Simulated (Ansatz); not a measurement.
The same molecule with X = F, Cl, Br. Ansatz, PBE0-D4/def2-TZVP geometries, multiplicity 1. Each molecule was computed in one conformer, which needn't be the lowest.

Scalar relativity is left out up to krypton.

```tsv
X	molecule	mean X–B bond length / Å	size of the dipole moment (ωB97M-V/def2-TZVPP) / D	size of the dipole moment (B3LYP/def2-TZVPP) / D	HOMO–LUMO gap (PBE/def2-TZVPP) / eV
F	`COB(F)S`	1.334	2.19	2.18	6.09
Br	`COB(S)Br`	1.928	2.04	2.01	5.58
```

Question: Give the row for X = Cl, `COB(S)Cl`. (Best estimate.)

Answer: Ansatz gave: 
| X | molecule | mean X–B bond length / Å | size of the dipole moment (ωB97M-V/def2-TZVPP) / D | size of the dipole moment (B3LYP/def2-TZVPP) / D | HOMO–LUMO gap (PBE/def2-TZVPP) / eV |
| --- | --- | --- | --- | --- | --- |
| Cl | `COB(S)Cl` | 1.771 | 2.24 | 2.22 | 5.49 |

From F to Br the mean X–B bond length rises at each step, by 0.594 Å in all; the HOMO–LUMO gap (PBE/def2-TZVPP) isn't monotonic: highest at F, lowest at Cl. Bonds lengthen as the atom grows down the group. Dipoles are sizes alone, and their direction can turn along the series.

B3LYP here is the variant with VWN-RPA as its local correlation; programs differ in this.

Spin–orbit coupling is left out; it splits and shifts lone-pair levels of the heavy atoms by tenths of an eV.
